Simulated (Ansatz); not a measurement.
C₃H₆SiTe (`CC1=C[Te][SiH2]1`) at its PBE0-D4/def2-TZVP geometry, where that method's forces vanish. Total charge 0; spin multiplicity 1. Te takes the def2 core potential.

```xyz
11

C    -0.5738    0.3125   -1.4324
C    -0.1289    0.1561   -0.0186
C    -0.5064    0.9213    1.0136
Te    0.4019    0.2981    2.8384
Si    1.0218   -1.0483    0.8168
H    -1.2620    1.1547   -1.5426
H     0.2780    0.4807   -2.0985
H    -1.0812   -0.5893   -1.7887
H    -1.1900    1.7676    0.9730
H     0.5905   -2.4709    0.8293
H     2.4501   -0.9827    0.4098
```

Q: What forces (eV/Å) does ωB97M-V/def2-TZVPP give on these atoms in Ansatz? (An estimate is asked.)

A: Ansatz gave: 
```
C1  -0.090  0.028 -0.296
C2   0.040  0.031  0.293
C3  -0.040  0.039 -0.052
Te4  0.045 -0.077 -0.078
Si5  0.095 -0.109  0.036
H6   0.050 -0.061  0.011
H7  -0.071 -0.009  0.059
H8   0.040  0.077  0.034
H9   0.052 -0.082 -0.055
H10  0.052  0.172 -0.001
H11 -0.172 -0.009  0.049
```
